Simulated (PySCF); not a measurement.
Ge(Cl)3(SH) (Cl₃GeHS), SMILES [Cl][Ge]([Cl])([SH])[Cl].

Geometry optimised at B3LYP-D3(BJ)/def2-SVP. This is a generated structure with no PubChem entry under its InChIKey; it may be hypothetical. One conformer was computed; it need not be the lowest.

Two levels are set side by side: PBE/def2-TZVP (PySCF) and PBE0/def2-TZVP (PySCF). Same geometry, gas phase. Differences are taken from unrounded values.

| quantity | PBE0 |
|---|---|
| orbital gap (eV) | 6.08 |
| highest occupied level (eV) | -8.38 |
| lowest empty level (eV) | -2.30 |
| dipole moment (D) | 1.51 |
| mean polarisability (bohr³) | 83.2 |

Question: What does PBE give, and how far is it from PBE0? (An estimate is asked for; the answer gives what the named calculation found.)

Answer: 
| quantity | PBE | PBE minus PBE0 |
|---|---|---|
| orbital gap (eV) | 3.85 | -2.23 |
| highest occupied level (eV) | -7.08 | 1.30 |
| lowest empty level (eV) | -3.23 | -0.93 |
| dipole moment (D) | 1.46 | -0.06 |
| mean polarisability (bohr³) | 85.9 | 2.7 |

Without exact exchange PBE keeps part of each electron's self-repulsion, which lifts occupied levels and narrows the gap. Loosely held outer electrons make PBE densities more polarisable. Differences between two approximate levels are no errors against the true value.

Rough cost on one machine, each run with all the roots and properties that it gave: PBE0 against PBE within a factor of 2.
